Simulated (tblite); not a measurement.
Species: C7H12P (charge +1).
SMILES with atom numbers: `[CH3:1][C@H:2]1[CH:3]=[CH:4][P@H+:5]([CH3:6])[CH:7]=[CH:8]1` (hydrogens: H9, H10, H11 on C1; H12 on C2; H13 on C3; H14 on C4; H15 on P5; H16, H17, H18 on C6; H19 on C7; H20 on C8)

Geometry (GFN2-xTB, Å), atoms numbered from 1 in this order:
```xyz
20
C7H12P angstrom
C     -2.6803   -0.1851   -0.1234
C     -1.4719    0.7547    0.0886
C     -0.7532    0.3299    1.3247
C      0.4158   -0.3076    1.3942
P      1.3272   -0.6911   -0.0832
C      3.0827   -0.2896    0.0502
C      0.5097    0.2044   -1.3831
C     -0.6694    0.7886   -1.1681
H     -3.3234   -0.1738    0.7517
H     -3.2607    0.1363   -0.9831
H     -2.3345   -1.2021   -0.2930
H     -1.8765    1.7596    0.2596
H     -1.2796    0.5515    2.2448
H      0.8552   -0.5935    2.3407
H      1.2577   -2.0511   -0.3364
H      3.1971    0.7772    0.2471
H      3.5311   -0.8578    0.8662
H      3.5904   -0.5408   -0.8819
H      1.0144    0.2710   -2.3375
H     -1.1369    1.3300   -1.9811
```

Level: GFN2-xTB in tblite, geometry and Hessian alike; calculated harmonic values, unscaled, isolated species. This tight-binding method is rough: wavenumbers can miss measured ones by several per cent, in bad cases by 10 to 20. Modes of hydrogen on phosphorus can be 10 to 20 % off. One conformer, not necessarily the lowest.

Harmonic wavenumbers (cm⁻¹): 32.8, 143.8, 148.8, 161.2, 213.3, 257.2, 297.1, 353.4, 393.0, 487.4, 520.1, 677.0, 714.5, 724.2, 767.0, 776.3, 805.9, 810.3, 827.7, 860.2, 902.4, 917.5, 919.0, 941.8, 978.2, 1018.1, 1062.0, 1092.1, 1169.4, 1176.9, 1212.3, 1281.3, 1306.9, 1313.6, 1340.7, 1388.4, 1390.1, 1399.9, 1476.3, 1479.7, 1624.3, 1650.6, 2350.8, 2923.1, 2989.0, 2992.5, 2995.0, 3043.0, 3044.6, 3045.5, 3058.5, 3060.2, 3062.1, 3062.6.

A = 3559, B = 1230, C = 1032 MHz; mass 127.068 u (most abundant isotopes); point group Cs, symmetry number 1.

Problem. What is the zero-point energy?

Solution. ½Σν̃ = 36320 cm⁻¹ = 103.84 kcal/mol.

Problem. Give the ideal-gas entropy at 400 K and 1 bar in the rigid-rotor, harmonic-oscillator model (classical rotation).

Solution. Translation 41.92, rotation 29.53, vibration 35.85: S = 107.3 cal/(mol K).

Problem. And Cp and H(400 K) − H(0)?

Solution. Cp = 48.95 cal/(mol K), of which vibrations give 41.00 (their classical limit is 54 R = 107.3); H(400 K) − H(0) = 10.95 kcal/mol without the zero-point energy, 7.77 from vibrations.

Problem. Which modes carry the vibrational entropy at 400 K?

Solution. 32.8 cm⁻¹: 6.24; 143.8 cm⁻¹: 3.32; 148.8 cm⁻¹: 3.25; 161.2 cm⁻¹: 3.10; 213.3 cm⁻¹: 2.56; 257.2 cm⁻¹: 2.21 cal/(mol K); the other 48 give 15.17 together.

Problem. How do the functions run with temperature in this model?

Solution. 
| T (K) | S (cal/(mol K)) | Cp (cal/(mol K)) | H − H(0) (kcal/mol) | G − H(0) (kcal/mol) | ln q(vib) |
| --- | --- | --- | --- | --- | --- |
| 50 | 57.6 | 11.6 | 0.48 | -2.40 | 0.54 |
| 100 | 67.2 | 16.9 | 1.19 | -5.53 | 1.44 |
| 298.15 | 94.6 | 37.8 | 6.52 | -21.69 | 5.83 |
| 373.15 | 104.0 | 46.1 | 9.67 | -29.14 | 7.62 |
| 500 | 119.2 | 58.2 | 16.32 | -43.30 | 10.74 |
| 750 | 146.3 | 74.9 | 33.12 | -76.58 | 16.91 |
| 1000 | 169.4 | 85.7 | 53.28 | -116.11 | 22.81 |

q(vib) and H(0) count from the zero-point level.

Problem. What must be added to the electronic energy to get the Gibbs energy at 400 K and 1 bar?

Solution. ZPE + [H(400 K) − H(0)] − T·S = 103.84 + 10.95 − 42.92 = 71.87 kcal/mol.

Problem. Blend soft modes into free rotors: weight 1/[1 + (100 cm⁻¹/ν̃)⁴] for the oscillator and the rest for a rotor with moment μB/(μ + B), μ = h/(8π²ν), B = 10⁻⁴⁴ kg m². What vibrational entropy results?

Solution. 33.65 cal/(mol K) in place of 35.85, which changes −T·S at 400 K by +0.88 kcal/mol.

Hindered rotation and anharmonicity are outside this model. Other conformers, if any are populated, would add a mixing term that is left out.

Time: 0.75 s wall. Hardware: an Arm Neoverse V1 with one thread, no GPU, shared host. This covers the Hessian and the dipole derivatives.
